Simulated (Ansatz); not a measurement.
Cost and result for the atomization energy of C₂H₄AlFS, SMILES `F/C=C/[S][AlH2]` (9 atoms, 8 bonds).

```xyz
9

F    -0.7061   -1.2237    1.8180
C     0.1868   -0.7598    0.9517
C     0.0543   -0.9753   -0.3670
S     1.1913   -0.3177   -1.5519
Al   -0.0564    1.3069   -0.6870
H     1.0276   -0.2601    1.4216
H    -0.8083   -1.5404   -0.7119
H    -1.5209    1.5087   -1.2417
H     0.6317    2.2613    0.3682
```

Total charge 0; spin multiplicity 1. The structure was optimised at the PBE0-D4/def2-TZVP level. It is one conformer, not always the lowest. Program: Ansatz. All runs use 4 threads of an Arm Neoverse V1 on a shared host. Times are those of one run each, without the atoms' runs, and a repeat can differ threefold. Electronic energies, without spin–orbit coupling; frozen cores. CCSD(T)/CBS adds CCSD(T) − MP2 in def2-TZVPP to the MP2 limit, and its time is that of the two runs behind it. T1 = 0.013. B3LYP takes the VWN-RPA correlation (the form of Gaussian; ORCA's B3LYP/G).

CCSD(T)/CBS is a level of theory with its own doubt, some kJ/mol a heavy atom from the limit and from the frozen cores, so smaller differences don't rank the functionals.

```
                             level  functions  wall time  atomization (kcal/mol)  difference from CCSD(T)/CBS  per bond
   PBE-D4/def2-TZVPP (with forces)        233      2.3 s                   779.5                         22.0       2.8
                PBE0-D4/def2-TZVPP        233      2.8 s                   762.0                          4.5       0.6
 B3LYP-D4/def2-TZVPP (with forces)        233      4.2 s                   754.5                         -3.0      -0.4
r2SCAN-D4/def2-TZVPP (with forces)        233      4.8 s                   764.9                          7.4       0.9
                 B2PLYP/def2-TZVPP        233      4.8 s                   746.8                        -10.7      -1.3
                ωB97X-V/def2-TZVPP        233        7 s                   761.4                          3.9       0.5
  ωB97M-V/def2-TZVPP (with forces)        233       10 s                   762.4                          4.9       0.6
                    MP2/def2-QZVPP        431       17 s                   766.7                          9.2       1.1
                CCSD(T)/def2-TZVPP        233       82 s                   735.8                        -21.7      -2.7
                 CCSD(T)/CBS(def2)          –       99 s                   757.5                          0.0       0.0
```

The D4 term adds +8.2 kcal/mol with B3LYP and +4.3 kcal/mol with PBE0; it sums over pairs of atoms, weighted by their polarisabilities, and B3LYP, whose exchange is more repulsive, gets the larger term. In def2-TZVPP, CCSD(T) changes the Hartree–Fock value by +196.7 kcal/mol (the triples alone add +15.1 kcal/mol) and MP2 by +214.8 kcal/mol; breaking electron pairs costs correlation energy, which Hartree–Fock lacks. From PBE to PBE0 (25 % exact exchange), in def2-TZVPP and without D4, the atomization energy moves by −16.7 kcal/mol: exact exchange takes away binding that semilocal exchange gives to molecules.
